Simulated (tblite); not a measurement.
Compound: C5H9FN (doublet state).
Z-matrix (Å and degrees, GFN2-xTB geometry), rows numbered from 1:
```
C 
C   1  1.4843
C   2  1.3294  1  122.12
F   3  1.3471  2  122.40  1   178.41
C   2  1.4934  1  115.04  3   174.37
C   5  1.5647  2  107.54  1   -62.79
N   6  1.4010  5  114.40  2    65.01
H   1  1.0854  2  112.88  3    -9.75
H   1  1.0888  2  111.23  3   114.12
H   1  1.1162  2  105.65  3  -130.23
H   3  1.0793  2  125.69  1    -4.27
H   5  1.0926  2  110.50  1    55.58
H   5  1.0889  2  111.37  1   177.34
H   6  1.1022  5  105.65  2  -172.95
H   6  1.0952  5  108.93  2   -56.49
H   7  1.0207  6  110.28  5    60.38
```

The geometry is computed with GFN2-xTB (gas phase). This method treats the open shell by occupation alone, without spin polarisation.

Take the most abundant isotopes and a rigid rotor. The values belong to one conformer with, in the numbering `[CH3:1]/[C:2](=[CH:3]/[F:4])[CH2:5][CH2:6][NH:7]`, C1–C2–C5–C6 -63°, C2–C5–C6–N7 65°, C5–C6–N7–H 60°.

What are A, B and C (MHz)?

Ia = 110.60, Ib = 296.92, Ic = 369.75 u·Å²; 505379 MHz·u·Å²/I gives A = 4569, B = 1702, C = 1367 MHz.

What kind of rotor is it?

An asymmetric top; Ray's κ = -0.791.

What does the inertial defect say?

Not planar: Δ = Ic − Ia − Ib = -37.78 u·Å². For a rigid frame Δ = −2 Σ m c², so Σ m c² = 18.89 u·Å² lies off the ab plane: 7.60 from hydrogen and 11.29 from heavier atoms. The atom farthest from that plane is 1.72 Å away.

Give the coordinates in the principal-axis frame, origin at the centre of mass.

The sense of each axis is arbitrary; atoms in the order of the calculation.
| atom | mass (u) | a (Å) | b (Å) | c (Å) |
| --- | --- | --- | --- | --- |
| C1 | 12.000 | 0.461 | 1.734 | 0.086 |
| C2 | 12.000 | -0.368 | 0.509 | 0.211 |
| C3 | 12.000 | -1.618 | 0.453 | -0.238 |
| F4 | 18.998 | -2.365 | -0.665 | -0.156 |
| C5 | 12.000 | 0.347 | -0.684 | 0.753 |
| C6 | 12.000 | 1.486 | -1.051 | -0.255 |
| N7 | 14.003 | 2.489 | -0.080 | -0.373 |
| H8 | 1.008 | 0.005 | 2.491 | -0.545 |
| H9 | 1.008 | 0.688 | 2.158 | 1.063 |
| H10 | 1.008 | 1.430 | 1.399 | -0.355 |
| H11 | 1.008 | -2.171 | 1.276 | -0.664 |
| H12 | 1.008 | 0.799 | -0.453 | 1.721 |
| H13 | 1.008 | -0.326 | -1.533 | 0.863 |
| H14 | 1.008 | 1.906 | -2.004 | 0.106 |
| H15 | 1.008 | 1.046 | -1.216 | -1.244 |
| H16 | 1.008 | 2.944 | 0.070 | 0.529 |

For this open shell read J as N, the rotation without spin; fine and hyperfine splittings come on top. Its GFN2-xTB frequencies are all real (lowest 79 cm⁻¹). These are rigid-rotor constants of the computed structure; measured ground-state constants (B0) also hold zero-point vibration.
